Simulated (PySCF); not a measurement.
**Correlation energy of Ag⁺ (silver, charge +1)**

[Kr] 4d9 5p1, one real determinant (an excited configuration). All numbers are calculated (PySCF 2.14, scalar relativity through the core potential, in def2-TZVPPD with the def2 core potential (28 electrons) (6s4p3d2f1g, 56 functions)). Frozen: nothing; 18 electrons correlated.

```csv
level,correlation energy (mhartree)
CCSD,-555.51
(T),-13.35
CCSD(T),-568.86
```

Diagnostics: T1 = 0.0098, D1 = 0.0510, largest double amplitude 0.026.

The real determinant used has ⟨L²⟩ near 8 against 12 for a pure F term, so it mixes terms.

Cost of the coupled-cluster step: roughly 23 core-seconds, for 18 correlated electrons.

The reference is one real determinant that mixes LS terms of this configuration.

The basis has no tight functions for the innermost shells, so their pair energies are far from complete.

This basis was not built for core-valence correlation, so the inner-shell part is incomplete.
